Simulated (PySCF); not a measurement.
Magnetic susceptibility: `B[C@H]([AlH][CH3])C(=C)C`, C$_{5}$H$_{12}$AlB

Geometry:
```tsv
atom	x (Å)	y (Å)	z (Å)
B1	0.575	-1.578	0.753
C2	-0.364	-0.673	-0.030
Al3	1.385	0.450	-0.110
C4	2.602	0.414	-1.678
C5	-1.522	0.056	0.517
C6	-2.601	0.323	-0.218
C7	-1.431	0.468	1.956
H8	1.325	-2.264	0.141
H9	0.619	-1.614	1.927
H10	-0.503	-0.914	-1.094
H11	1.625	1.535	0.973
H12	2.183	0.894	-2.570
H13	2.890	-0.599	-1.986
H14	3.532	0.949	-1.454
H15	-3.458	0.831	0.191
H16	-2.673	0.031	-1.253
H17	-0.453	0.923	2.140
H18	-2.215	1.177	2.211
H19	-1.523	-0.401	2.605
```

Computed, not measured: GIAO mPW1PW91/6-31++G** magnetisability, rotational g tensor and spin-rotation constants, non-relativistic, gas phase in PySCF. Geometry: GFN2-xTB.

Question: What are the magnetisability and the molar susceptibility?

Answer: Isotropic -1144 × 10⁻³⁰ J/T², or -68.9 × 10⁻⁶ cm³/mol; principal values -1379, -1129, -923 × 10⁻³⁰ J/T², anisotropy 395 × 10⁻³⁰ J/T² (root of half the summed squared differences of the principal values). The susceptibility is in cgs units.

Question: Split it along the inertial axes a, b, c into diamagnetic and paramagnetic parts about the centre of mass, with the quadrupole moment.

Answer: 
| axis | χ (10⁻⁶ cm³/mol) | diamagnetic (10⁻⁶ cm³/mol) | paramagnetic (10⁻⁶ cm³/mol) | summed x² of all electrons (Å²) | quadrupole Θ (D Å) |
| --- | --- | --- | --- | --- | --- |
| a | -66.9 | -468.9 | 402.1 | 232.2 | +2.15 |
| b | -67.1 | -1185.0 | 1117.9 | 63.5 | +1.34 |
| c | -72.7 | -1254.5 | 1181.8 | 47.1 | -3.49 |

Anisotropies 2χaa − χbb − χcc = +6.0 and 2χbb − χaa − χcc = +5.3 × 10⁻⁶ cm³/mol. Θ is traceless in Buckingham's convention.

Question: And the rotational g tensor?

Answer: 
| axis | rotational constant (GHz) | g | nuclear part | electronic part |
| --- | --- | --- | --- | --- |
| a | 3.6550 | -0.0521 | 0.6383 | -0.6904 |
| b | 1.1713 | -0.0163 | 0.5988 | -0.6151 |
| c | 1.1000 | -0.0110 | 0.5998 | -0.6108 |

Asymmetric top; isotopes 27Al, 11B, 12C, 1H; no vibrational averaging.
